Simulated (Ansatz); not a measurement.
Geometry optimisation, RKS PBE-D4/def2-SVP in Ansatz 0.2.0.

Input:

```yaml
crystal:
  periodic: [false, false, false]
  atoms:
    - { symbol: Ge, position_ang: [0.217993, -0.054652, -0.013882] }
    - { symbol: O, position_ang: [0.702038, -0.080491, 1.689742] }
    - { symbol: H, position_ang: [-0.019683, -0.147735, 2.343755] }
    - { symbol: H, position_ang: [1.711382, 0.10668, -0.314576] }
    - { symbol: O, position_ang: [-0.727671, 1.412647, -0.441448] }
    - { symbol: H, position_ang: [-1.633206, 1.177137, -0.714073] }
    - { symbol: H, position_ang: [-0.572853, -1.301885, -0.508117] }
basis:
  gaussian: { orbitals: def2-SVP }
hamiltonian:
  xc: pbe
  dispersion: d4
relax:
  f_tol: 0.03
  max_steps: 50
```

Run as:

```bash
$ ansatz run input.yaml --threads 1 --pin off --max-ram 2048MiB --backend cpu --events-out ev --progress --plain --runs-dir out
```

Problem. Where does it end, and by what steps?

Solution. The forces met the threshold. The force dipped under the threshold on the way, but the program's further checks kept it going. After 10 steps the energy has fallen by 0.236 eV; H6 moved furthest, 0.30 Å.

```
step  energy less start (eV)  largest force component (eV/Å)  accepted
   0                  0.0000                           1.163       yes
   1                 -0.1969                           0.274       yes
   2                 -0.2191                           0.182       yes
   3                 -0.1645                           0.756        no
   4                 -0.2306                           0.213       yes
   5                 -0.2339                           0.104       yes
   6                 -0.2358                           0.037       yes
   7                 -0.2363                           0.007       yes
   8                 -0.2359                           0.168        no
   9                 -0.2364                           0.049       yes
  10                 -0.2364                           0.018       yes
```

```xyz
7
Properties=species:S:1:pos:R:3
Ge 0.307 -0.046 -0.001
O 0.568 0.011 1.777
H -0.234 -0.248 2.267
H 1.708 0.129 -0.607
O -0.634 1.372 -0.585
H -1.590 1.254 -0.431
H -0.446 -1.360 -0.379
```

Whether the end is a true minimum wasn't checked by a vibrational analysis.

Run time: 20 s on 1 thread of Arm Neoverse V2, with other jobs on the host, peak memory 0.14 GiB.
